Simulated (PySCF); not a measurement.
HGe, doublet, geometry from GFN2-xTB. Base run: B3LYP/def2-SVP in PySCF.

The PySCF input:
```python
from pyscf import gto, scf, dft

mol = gto.Mole()
mol.atom = '''
    Ge   -0.00000000   -0.00000000   -0.04951318
    H     0.00000000    0.00000000    1.58442176
'''
mol.basis = 'def2-svp'
mol.spin = 1
mol.verbose = 5
mol.build()

mf = dft.UKS(mol)
mf.xc = 'b3lyp'
mf.kernel()
mf.analyze()
```

The base run was repeated with changes; each row names its change, and settings that it needs were set with it.

```tsv
change	ΔE vs base (mEh)	fitting functions	dipole (D)
base	0.000	-	0.17
auxbasis = cc-pvtz-jkfit	-0.027	237	0.17
only_dfj = on; auxbasis = def2-universal-jfit	-0.125	69	0.17
auxbasis = even-tempered beta=3.0	-10.709	218	0.18
exchange = seminumerical (SGX) (with mf = sgx.sgx_fit(mf, auxbasis='def2-universal-jfit'); with mf.with_df.dfj = True)	-0.130	69	0.17
auxbasis = cc-pvqz-jkfit	-0.028	269	0.17
auxbasis = def2-tzvp-ri	-8116.8	174	0.24
auxbasis = def2-svp-ri	-7917.0	141	0.25
auxbasis = def2-universal-jfit	3696.5	69	0.13
auxbasis = even-tempered beta=1.6	0.000	492	0.17
```

A fitting set is made for a task (jfit for Coulomb, jkfit for Coulomb and exchange, ri for correlation) and for a family of orbital bases.

Open shells are given as the SCF converged; they aren't shown to be the lowest states, and a large step between rows can be another state.
